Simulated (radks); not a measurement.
Effect of the nuclear size on the gallium ion Ga3+, [Ar] 3d10. All-electron calculation, Dirac Kohn-Sham, BLYP, spin-unpolarised, spherical densities, finite nucleus; Fermi nuclear charge, rms radius 3.9973 fm. Program: a radial shooting solver on a logarithmic mesh with Libxc functionals. The rms radius is varied about that value; shifts are against it.

| rms radius (fm) | total energy shift (eV) | density at nucleus (e/bohr^3) | 1s1/2 shift (meV) | 2s1/2 shift (meV) | 3s1/2 shift (meV) | 4s1/2 (empty) shift (meV) |
|---|---|---|---|---|---|---|
| 3.3337 | -0.0860 | 2.854e+04 | -36.6 | -3.55 | -0.542 | -0.059 |
| 3.7215 | -0.0375 | 2.835e+04 | -16.0 | -1.55 | -0.236 | -0.026 |
| 3.9973 | 0 | 2.823e+04 | 0.000 | 0.000 | 0.000 | 0.000 |
| 4.1612 | 0.0235 | 2.817e+04 | 10.00 | 0.970 | 0.148 | 0.016 |
| 4.7408 | 0.114 | 2.795e+04 | 48.4 | 4.69 | 0.716 | 0.078 |

Slopes of the eigenvalues against <r^2> in GHz/fm^2, as finite differences over the two radii next to the reference (eigenvalue slopes, not the field-shift constants of lines): 1s1/2 1810, 2s1/2 176, 3s1/2 26.8, 4s1/2 (empty) 2.93.
